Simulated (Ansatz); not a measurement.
`C[S][Ge][NH2]`. Charge 0, multiplicity 1. Geometry: relaxed with PBE0-D4/def2-TZVP. It is one conformer, not always the lowest.

```xyz
9

C     1.507    0.872   -1.015
S     0.583    0.518    0.504
Ge   -1.029   -0.800   -0.309
N    -1.870   -1.078    1.280
H     2.534    0.526   -0.901
H     1.509    1.947   -1.194
H     1.058    0.371   -1.874
H    -2.693   -1.655    1.334
H    -1.599   -0.702    2.175
```

Problem. What is the dipole moment at B3LYP/def2-TZVPP? (Estimate.)

Solution. Ansatz gave: 0.82 D, with components (-0.61, -0.48, -0.27) D in this frame, pointing from negative to positive charge.

Problem. And with PBE, r2SCAN, ωB97M-V? (Best estimate.)

Solution. Computed: PBE 0.72 D, r2SCAN 0.68 D, ωB97M-V 0.90 D.

Problem. Give the Mulliken charges with B3LYP, PBE, ωB97M-V in def2-TZVPP. (Best estimate.)

Solution. Computed: 
```
atom  B3LYP    PBE  ωB97M-V
  C1  -0.26  -0.25    -0.33
  S2  -0.26  -0.25    -0.22
 Ge3   0.30   0.24     0.30
  N4  -0.41  -0.39    -0.38
  H5   0.12   0.12     0.14
  H6   0.12   0.12     0.14
  H7   0.10   0.10     0.12
  H8   0.14   0.16     0.12
  H9   0.15   0.16     0.13
```

B3LYP here is the variant with VWN-RPA as its local correlation; programs differ in this.
